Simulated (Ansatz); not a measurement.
System: ZnH, charge 0, multiplicity 2. The spin state was set by rule; other spins were not relaxed. SMILES of the parent species: [ZnH]
Structure (B3LYP-D3(BJ)/def2-TZVP (Ansatz, an electronic-structure program) minimum search):
```xyz
2

Zn     0.0000     0.0000    -0.0527
H      0.0000     0.0000     1.5801
```
Charge 0, spin multiplicity 2.

Wanted: atomisation energy (electronic, to ground-state atoms), in kcal/mol. Correlated levels leave the core frozen unless marked. Open shells are spin-unrestricted. Spin-orbit coupling is left out. Frozen are the shells of the preceding noble gas and the d and f shells that filled before the atom's block. Non-relativistic. The coupled-cluster limit lacks core correlation, which all-electron functionals hold. CBS marks a two-point X^-3 extrapolation of the correlation energy; Hartree-Fock from the larger set.

```json
[
 {"level": "HF/def2-TZVPPD", "program": "Ansatz", "atomisation energy (kcal/mol)": "19.7"},
 {"level": "PBE-D3(BJ)/def2-TZVPD", "program": "Ansatz + dftd3", "atomisation energy (kcal/mol)": "22.8"},
 {"level": "revPBE/def2-TZVPD", "program": "Ansatz", "atomisation energy (kcal/mol)": "22.3"},
 {"level": "PBE0/def2-QZVPP", "program": "Ansatz", "atomisation energy (kcal/mol)": "24.6"}
]
```

Task: Estimate the value at CCSD(T)/CBS(def2-TZVPPD,def2-QZVPPD) as computed with Ansatz.

Result: 22.5 kcal/mol
